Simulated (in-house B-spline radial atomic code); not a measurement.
PBE hybrid excitations of Kr⁶⁺

Method: PBE hybrid with 0.3 exact exchange. Computed with a B-spline radial code for spherical atoms: linear response of the closed shell [Ar] 3d10 4s2 with the functional's adiabatic kernel; scalar-relativistic (spin-free one-electron X2C), finite nucleus, no spin-orbit coupling, no double excitations, S, P, D and F terms only; shells from n = 2 respond. Only terms of natural parity with L up to 3 were computed.

Command:
```bash
python run_td.py task.json out
```
Settings (radii: box in bohr, nucleus in fm):
```
Z                        36
electrons                30
configuration            [Ar] 3d10 4s2
hamiltonian              x2c
method                   pbeh
box_radius               14.35
exact_exchange_fraction  0.3
rms_radius               4.1884
intervals                70
```

Time taken, with all properties: 2.1 s on 1 thread of Arm Neoverse N1, with other jobs on the host.

The lowest states, in the order of their Tamm-Dancoff energies; the method's threshold (minus the highest occupied level) is 104.07 eV. Labels give the largest channel, * marks a mixed state, and oscillator strengths are full-response dipole values. Semilocal kernels can invert the small singlet-triplet splittings of Rydberg terms. Energies in eV:

```csv
state,full response,Tamm-Dancoff,oscillator strength
4s → 4p 3P,15.058,15.289,-
4s → 4p 1P,?,?,?
4s → 4d 3D,42.39,42.43,-
4s → 4d 1D,44.53,44.56,-
4s → 5s 3S,54.00,54.00,-
4s → 5s 1S,55.21,55.24,-
4s → 5p 3P,60.69,60.69,-
4s → 5p 1P,61.24,61.29,0.0888
4s → 4f 3F,64.20,64.22,-
4s → 4f 1F,64.90,64.90,-
4s → 5d 3D,70.84,70.85,-
4s → 5d 1D,71.26,71.27,-
4s → 6s 3S,75.23,75.23,-
4s → 6s 1S,75.57,75.58,-
4s → 6p 3P,78.28,78.28,-
4s → 6p 1P,78.44,78.45,0.0399
4s → 5f 3F,?,?,-
4s → 5f 1F,80.12,80.13,-
```

Question: Where does 4s → 4p 1P lie?

Answer: At 21.271 eV in full response, 21.928 eV in Tamm-Dancoff, oscillator strength 1.55.

Question: Where does 4s → 5f 3F lie?

Answer: At 79.85 eV in full response, 79.86 eV in Tamm-Dancoff.

Question: How large is the singlet-triplet splitting of 4s → 4p (P terms) in Tamm-Dancoff?

Answer: 6.64 eV, from the unrounded values.

Question: What polarisabilities and dispersion coefficient does the method give?

Answer: Dipole 2.8 bohr³, quadrupole 3.06 bohr⁵, C6 5.459 hartree·bohr⁶ for two such species.
